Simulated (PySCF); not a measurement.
C3H6Si, SMILES `C[Si]1=CC1` (charge 0, multiplicity 1)

These are PBE-D3(BJ)/def2-TZVP // B3LYP-D3(BJ)/def2-TZVP run with PySCF values and carry that method's errors.

| Property | Value |
|---|---|
| HOMO | -4.64 eV |
| dipole moment | 2.52 D |
| HOMO–LUMO gap | 3.29 eV |
| LUMO | -1.35 eV |
| total energy | -407.0468 Ha |
| cost | about 40 core-seconds (a rough figure) |

```xyz
10

C      1.9253    -0.3562     0.1239
Si     0.1177     0.0908     0.2139
C     -1.1417     1.1348     0.4822
C     -1.6830    -0.3006     0.0595
H      2.1491    -1.1714     0.8132
H      2.5258     0.5134     0.3918
H      2.1876    -0.6744    -0.8859
H     -1.6959     2.0250     0.7237
H     -2.1727    -0.3833    -0.9112
H     -2.2122    -0.8781     0.8181
```
